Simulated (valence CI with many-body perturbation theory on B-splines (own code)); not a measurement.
The numbers below are computed, except where a source is named.
## From CI to CI+MBPT in Ir43+

Level of theory: valence CI with perturbative core correlation (CI+MBPT): six valence electrons over a frozen Dirac-Fock core [Ar] 3d10, radial functions for each j: 9 s, 9 p, 8 d, 6 f, 3 g, 1 h, with the one-electron correlation potential Σ1, the two-electron term Σ2, the three-electron term Σ3, Breit, model QED; selected CI, second order for the rest, scaled by the run's own slope (own B-spline code, finite nucleus).

The last digits are not significant, and no measured levels were compared; by estimate large intervals hold to a few tenths of a per cent, small ones and those within an open d or f shell to about a per cent. Among the levels kept, up to 660 cm⁻¹ of a level comes from second order outside the variational space, and about a tenth of that is noise between levels of different J, which matters for small intervals.

Each rung adds one term. CI alone is the Dirac-Coulomb CI over the frozen core; QED comes last and gives the full result, which names the levels. Energies are above (4s^2 4p1/2^2 4p3/2^2) J=2 on the same rung, in cm⁻¹.

Levels are named by their leading jj configuration (3d3/2^4 stands for four electrons in 3d with j = 3/2), which in mixed levels can hold well under half, so a name can repeat and another be missing. Letters in brackets count levels of one name in rising energy.

| Level | CI alone | Σ1 | Σ2 | Σ3 | Breit | QED | Full |
| --- | --- | --- | --- | --- | --- | --- | --- |
| (4s^2 4p1/2^2 4p3/2^2) J=0 | 76492 | +18 | -999 | -314 | +413 | -17 | 75593 |
| (4s^2 4p1/2 4p3/2^3) J=1 | 927614 | +2284 | +2250 | +99 | -10241 | +991 | 922996 |
| (4s^2 4p1/2 4p3/2^3) J=2 | 966868 | +2290 | +1739 | -62 | -10683 | +997 | 961148 |
| (4s^2 4p1/2^2 4p3/2 4d3/2) J=2 | 1331770 | -1907 | -1918 | +513 | -2894 | -2154 | 1323400 |
| (4s^2 4p1/2^2 4p3/2 4d3/2) J=0 | 1356970 | -1903 | -2069 | +484 | -2493 | -2250 | 1348730 |
| (4s^2 4p1/2^2 4p3/2 4d3/2) J=1 | 1358150 | -1847 | -2128 | +469 | -2971 | -2377 | 1349290 |
| (4s^2 4p1/2^2 4p3/2 4d3/2) J=3 | 1365890 | -1881 | -2176 | +373 | -3460 | -2105 | 1356640 |
| (4s^2 4p1/2^2 4p3/2 4d5/2) J=4 | 1549200 | -1013 | -2369 | +522 | -7532 | -1604 | 1537210 |
| (4s^2 4p1/2^2 4p3/2 4d5/2) J=2 | 1559660 | -773 | -2250 | +627 | -6791 | -2395 | 1548080 |
| (4s^2 4p1/2^2 4p3/2 4d5/2) J=3 | 1670810 | -999 | -7292 | -15 | -7398 | -1613 | 1653490 |
| (4s^2 4p1/2^2 4p3/2 4d5/2) J=1 | 1697620 | -892 | -5656 | -167 | -6835 | -1961 | 1682110 |
| (4s 4p1/2^2 4p3/2^3) J=2 | 1840970 | +1082 | -2135 | +400 | -2852 | -8854 | 1828610 |
| (4s^2 4p3/2^4) J=0 | 1924880 | +4569 | +3512 | -130 | -20408 | +1922 | 1914340 |
| (4s 4p1/2^2 4p3/2^3) J=1 | 1940540 | +1168 | -4176 | +276 | -3072 | -8834 | 1925900 |
| (4s^2 4p1/2 4p3/2^2 4d3/2) J=1 [a] | 2221690 | +382 | +345 | +819 | -13165 | -1375 | 2208700 |
| (4s^2 4p1/2 4p3/2^2 4d3/2) J=2 [a] | 2222280 | +358 | +694 | +831 | -13645 | -1111 | 2209410 |
| (4s^2 4p1/2 4p3/2^2 4d3/2) J=0 | 2224140 | +396 | +795 | +850 | -13483 | -1364 | 2211330 |
| (4s^2 4p1/2 4p3/2^2 4d3/2) J=3 [a] | 2255360 | +384 | +353 | +682 | -14330 | -1098 | 2241350 |
| (4s^2 4p1/2 4p3/2^2 4d3/2) J=4 | 2292580 | +367 | +49 | +441 | -14752 | -1113 | 2277570 |
| (4s^2 4p1/2 4p3/2^2 4d3/2) J=2 [b] | 2338910 | +397 | -999 | +298 | -13762 | -1146 | 2323700 |
| (4s^2 4p1/2 4p3/2^2 4d3/2) J=3 [b] | 2413730 | +836 | -4289 | +300 | -15430 | -911 | 2394230 |
| (4s^2 4p1/2 4p3/2^2 4d3/2) J=2 [c] | 2429120 | +473 | -8348 | -55 | -13331 | -1515 | 2406350 |
| (4s^2 4p1/2 4p3/2^2 4d5/2) J=4 [a] | 2428230 | +1243 | +446 | +800 | -17815 | -610 | 2412300 |
| (4s^2 4p1/2 4p3/2^2 4d3/2) J=1 [b] | 2435560 | +562 | -8550 | +2 | -13085 | -1755 | 2412730 |
| (4s^2 4p1/2 4p3/2^2 4d5/2) J=3 [a] | 2435190 | +796 | -3012 | +454 | -16292 | -809 | 2416330 |
| (4s^2 4p1/2 4p3/2^2 4d5/2) J=1 [a] | 2474720 | +1380 | -466 | +591 | -16845 | -1459 | 2457920 |
| (4s^2 4p1/2 4p3/2^2 4d5/2) J=0 | 2476100 | +1515 | +814 | +748 | -17047 | -1685 | 2460450 |
| (4s^2 4p1/2 4p3/2^2 4d5/2) J=4 [b] | 2478500 | +1259 | -34 | +597 | -18507 | -619 | 2461200 |
| (4s^2 4p1/2 4p3/2^2 4d5/2) J=5 | 2493240 | +1265 | +119 | +478 | -19003 | -728 | 2475370 |
| (4s^2 4p1/2 4p3/2^2 4d3/2) J=1 [c] | 2504710 | +524 | -8724 | -341 | -13334 | -1540 | 2481290 |
| (4s^2 4p1/2 4p3/2^2 4d5/2) J=2 [a] | 2559230 | +1275 | -1131 | +181 | -17170 | -614 | 2541770 |

The middle columns are the shifts that each term adds.

Question: How does the ionisation energy move along the ladder, and which term matters most?

Answer: CI alone 2203.2, + Σ1 2204.7, + Σ2 2205.2, + Σ3 2204.7, + Breit 2203.0, + QED 2202.9 eV. The largest step is Breit, -1.7 eV, with Σ1 about as large (1.5). NIST lists 2201 ± 4 eV (theoretical).
